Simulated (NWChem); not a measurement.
**How basis sets differ on SnNH2F (SMILES [NH2][Sn][F])**

SnNH2F has 5 atoms, charge 0, and is taken as a singlet. As SMILES, `[NH2][Sn][F]`. The shape is that of a PBE0-D4/def2-TZVP optimisation. This is one conformer, not always the lowest.

```xyz
5

N    -0.3029    0.4955   -0.3933
Sn    0.3389   -0.0537    1.4232
F     0.9669   -1.7759    0.7543
H    -0.7468    1.3693   -0.6291
H    -0.2062   -0.1089   -1.1966
```

Quantity: the dipole moment, in D. The values are calculated.

```tsv
level	kind	program	value (D)
HF/STO-3G	Hartree–Fock	NWChem	1.17
HF/3-21G	Hartree–Fock	NWChem	2.79
HF/def2-SVP (core potential)	Hartree–Fock	NWChem	3.12
HF/def2-SVPD (core potential)	Hartree–Fock	NWChem	3.12
```

All-electron rows without a relativistic Hamiltonian named are non-relativistic, while core potentials hold scalar relativity, so basis and relativity change together. The values span 1.17 to 3.12 D. Magnitudes only. Sets without polarisation functions give poor dipoles.
